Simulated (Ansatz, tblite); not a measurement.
Cost and result up the ladder for the cluster Be5⁻ (5 atoms). Total charge -1; doublet. Geometry: PBE0/def2-TZVPD.

Cartesian coordinates in Å:
```
Be -1.083 -0.093 -0.486
Be -0.429 -0.756 1.381
Be 0.635 0.784 -1.284
Be 0.714 -0.961 -0.270
Be 0.163 1.026 0.658
```

Ansatz on 4 threads of Arm Neoverse V1 on a shared host; xTB runs through tblite on one thread. Times are rough, summed over both states, and most runs start from the orbitals of an earlier one. RPA@PBE/def2-TZVPD serves as the yardstick here, not as an exact answer. The other state is a quartet at its own geometry.

The xTB rows come from tblite. HSE06 is defined as in plane-wave codes, on full-range PBE exchange. Correlated methods freeze no core orbitals. The structure comes from a short search, and lower isomers may exist.

Run but left out: HF/STO-3G, HF/def2-TZVPD, HF/def2-TZVPPD, MP2/def2-TZVPD, MP2/def2-TZVPPD, CCSD/def2-TZVPPD, CCSD(T)/def2-TZVPPD (doublet: ⟨S²⟩ 1.75 to 2.37, where a pure state has 0.75).

Correlated methods converge slowly with the basis.

xTB has no spin-polarisation term.

```
                        level  functions  wall time  quartet − doublet (eV)  difference from RPA@PBE/def2-TZVPD (eV)                                                                                        remarks
                     GFN1-xTB         20    0.005 s                    0.60                                    -0.20                                                                                              –
                     GFN2-xTB         20    0.009 s                    0.83                                     0.03                                                                                              –
               PBE/def2-TZVPD        110      2.4 s                    0.60                                    -0.20                                           HOMO above zero (doublet), HOMO above zero (quartet)
BLYP/def2-TZVPD (with forces)        110      2.8 s                    0.78                                    -0.02                                           HOMO above zero (doublet), HOMO above zero (quartet)
           RPA@PBE/def2-TZVPD        110      3.1 s                    0.80                                     0.00                                                                                              –
             HSE06/def2-TZVPD        110      3.9 s                    0.49                                    -0.30                                           HOMO above zero (doublet), HOMO above zero (quartet)
              PBE0/def2-TZVPD        110      7.7 s                    0.49                                    -0.31                                                                      HOMO above zero (quartet)
            r2SCAN/def2-TZVPD        110      7.9 s                    0.46                                    -0.34  HOMO above zero (doublet), HOMO above zero (quartet), spin-contaminated (⟨S²⟩ 1.01) (doublet)
           r2SCAN0/def2-TZVPD        110      8.4 s                    0.40                                    -0.39                                                        spin-contaminated (⟨S²⟩ 1.00) (doublet)
            B97M-V/def2-TZVPD        110       17 s                    0.40                                    -0.39  HOMO above zero (doublet), HOMO above zero (quartet), spin-contaminated (⟨S²⟩ 0.84) (doublet)
```
